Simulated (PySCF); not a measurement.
How the method moves the HOMO and LUMO of `C=C(C)[SiH](O)O`

C3H8O2Si.
Z-matrix (Å and degrees, PBE0-D3(BJ)/def2-SVP geometry), rows numbered from 1:
```
C 
C   1  1.3405
C   2  1.5004  1  123.17
Si  2  1.8619  1  117.85  3   179.22
O   4  1.6654  2  111.53  1    -3.98
O   4  1.6585  2  105.70  1  -122.87
H   1  1.0945  2  121.18  3  -178.64
H   1  1.0975  2  121.84  3     0.44
H   3  1.1024  2  110.44  1   119.15
H   3  1.1011  2  111.92  1    -1.87
H   3  1.1033  2  111.30  1  -122.97
H   4  1.5002  2  111.77  1   116.84
H   5  0.9604  4  116.48  2   101.13
H   6  0.9614  4  116.82  2  -179.29
```

Basis pcSseg-1 throughout (PySCF), one geometry. The structure is a single PBE0-D3(BJ)/def2-SVP conformer in the gas phase; no vibrational or solvent corrections.

Question: How do the orbital energies, the gap and the dipole change with the method?

Answer: 
| method | kind | HOMO (eV) | LUMO (eV) | gap (eV) | μ (D) | SCF cycles |
| --- | --- | --- | --- | --- | --- | --- |
| BLYP | GGA | -6.19 | -0.98 | 5.21 | 1.78 | 16 |
| B97-D | GGA | -6.31 | -1.02 | 5.28 | 1.78 | 16 |
| OPBE | GGA | -6.36 | -1.05 | 5.31 | 1.71 | 15 |
| PBE | GGA | -6.37 | -1.14 | 5.23 | 1.76 | 15 |
| KT3 | GGA | -6.39 | -1.12 | 5.27 | 1.69 | 16 |
| KT2 | GGA | -6.39 | -1.16 | 5.23 | 1.71 | 16 |
| BP86 | GGA | -6.47 | -1.23 | 5.24 | 1.77 | 15 |
| LDA | LDA | -6.52 | -1.34 | 5.18 | 1.86 | 15 |
| B97-2 | global hybrid | -7.25 | -0.20 | 7.05 | 1.86 | 14 |
| B3LYP | global hybrid | -7.26 | -0.36 | 6.90 | 1.88 | 15 |
| PBE0 | global hybrid | -7.51 | -0.16 | 7.35 | 1.87 | 13 |
| mPW1PW91 | global hybrid | -7.53 | -0.17 | 7.36 | 1.88 | 13 |
| BHandHLYP | global hybrid | -8.44 | 0.95 | 9.39 | 1.99 | 12 |
| CAM-B3LYP | range-separated hybrid | -8.80 | 1.02 | 9.82 | 1.95 | 13 |
| wB97X-D | range-separated hybrid | -9.36 | 1.66 | 11.02 | 1.92 | 14 |
| HF | Hartree–Fock | -9.87 | 3.58 | 13.45 | 2.09 | 10 |
| LC-wPBE | range-separated hybrid | -10.23 | 2.16 | 12.39 | 1.97 | 13 |

The HOMO spans 4.04 eV, from BLYP down to LC-wPBE, and the gap runs from 5.18 eV (LDA) to 13.45 eV (HF). Over the methods BLYP (0 %), B97-D (0 %), OPBE (0 %), PBE (0 %), KT3 (0 %), KT2 (0 %), BP86 (0 %), LDA (0 %), B97-2 (21 %), B3LYP (20 %), PBE0 (25 %), mPW1PW91 (25 %), BHandHLYP (50 %), HF (100 %), a straight line through the gap against the share of exact exchange rises by 0.82 eV for each 10 % (correlation coefficient 1.000). The dipole ranges from 1.69 D (KT3) to 2.09 D (HF). This basis has no diffuse functions.
